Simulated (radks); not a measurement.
Initial-state core-level shifts of neutral palladium when its valence configuration changes from [Kr] 4d10. Calculated with a radial shooting solver on a logarithmic mesh with Libxc functionals: Dirac Kohn-Sham, BLYP, spin-unpolarised, spherical densities, finite nucleus; open shells are shared between the two j in proportion to 2j + 1; Fermi nuclear charge, rms radius 4.5318 fm. Shifts are changes of the shell-averaged eigenvalues in eV (positive: less bound); the change of the density at the nucleus, which sets a Mossbauer isomer shift, is in e/bohr^3, on a base of 1.328e+05.

valence               1s       2p       4s       4p  density at nucleus
4d9 5p1           -5.101   -5.203   -5.109   -5.012               +1.29
4d8 5s1 5p1       -8.965   -9.298   -8.823   -8.565              +23.57
4d8.5 5s1 5p0.5   -6.121   -6.357   -6.070   -5.893              +20.10
4d7 5s1 5p2      -14.847  -15.431  -14.377  -13.918              +31.31
4d7.5 5s1 5p1.5  -11.869  -12.318  -11.588  -11.235              +27.30
4d8 5s2           -7.217   -7.597   -7.077   -6.815              +40.27
4d7 5s1.5 5p1.5  -14.130  -14.733  -13.669  -13.211              +42.24
4d9.5 5p0.5       -2.555   -2.595   -2.577   -2.537               +0.48
4d9 5s1           -3.283   -3.443   -3.276   -3.166              +16.91
